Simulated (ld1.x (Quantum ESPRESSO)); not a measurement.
**Transferability test, PAW potential for Nb**

| Property | Result |
| --- | --- |
| Element | niobium (Nb) |
| Generator | ld1.x (Quantum ESPRESSO) 7.5 |
| Type | PAW |
| Functional | PBE |
| Relativity | scalar-relativistic |
| Frozen core | [Ar] 3d10 4s2 |
| Valence charge | 11 |
| Reference configuration | 4p6 4d4 5s0.5 5p0.5 |
| Partial waves | 5s (bound): rcut 2.65, rcutus 3.45 bohr; 5s channel at 4.85 Ry: rcut 2.65, rcutus 3.45 bohr; 4p (bound): rcut 2.05, rcutus 2.35 bohr; 5p (bound): rcut 2.05, rcutus 2.35 bohr; 4d (bound): rcut 2.05, rcutus 2.60 bohr; 4d channel at 0.25 Ry: rcut 2.05, rcutus 2.60 bohr |
| Local potential | all-electron potential smoothed inside 2.15 bohr (lloc = -2) |
| Core correction | Bessel-smoothed model core inside 1.85 bohr |
| Augmentation charge | BESSEL, radius 1.70 bohr |

Energies are relative to the spin-unpolarised reference configuration 4p6 4d4 5s0.5 5p0.5; without spin polarisation the order of configurations can differ from experiment. Not all tests gave a result: test run stopped at test 5 of 7 (negative rho).

```tsv
valence configuration	charge	ΔE all-electron (eV)	error AE − PS (meV)
4p6 4d4 5s1 5p0	0	-1.454	+0.6
4p6 4d4 5s0 5p0	+1	5.183	-0.5
4p6 4d5 5s0 5p0	0	-0.185	-2.7
```

**Question.** What are ΔE and the potential's error for 4p6 4d3 5s0 5p0?

**Answer.** ΔE = 19.223 eV all-electron; the error (AE − PS) is -6.9 meV.

Levels in the configuration 4p6 4d5 5s0 5p0:

| level | all-electron (eV) | pseudo (eV) |
| --- | --- | --- |
| 4p | -32.822 | -32.817 |
| 4d | -1.911 | -1.910 |
